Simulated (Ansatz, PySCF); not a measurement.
Gas-phase reaction in SMILES: CC[SiH3] [ethylsilane] → [CH3] (CH3) + [CH2][SiH3] (the C-C bond at the site shown breaks; other sites are not compared here)
Each molecule is optimised on its own at B3LYP-D3(BJ)/def2-TZVP (Ansatz, an electronic-structure program).

Wanted: bond dissociation energy (0 K, with B3LYP-D3(BJ) harmonic zero-point energies from PySCF), in eV. Valence correlation only, unless marked. Open shells are spin-unrestricted. No spin-orbit coupling. Non-relativistic. Basis-set limits of correlation are two-point, X^-3; Hartree-Fock from the larger set. The bracket is a focal-point correction in the basis named.

| level | program | bond dissociation energy (eV) |
|---|---|---|
| HF/cc-pV(T+d)Z | Ansatz | 2.24 |

Task: Predict the RI-MP2/CBS(cc-pV(T+d)Z,cc-pV(Q+d)Z)+[CCSD(T)-MP2]/cc-pV(T+d)Z result (Ansatz).

Result: 3.68 eV
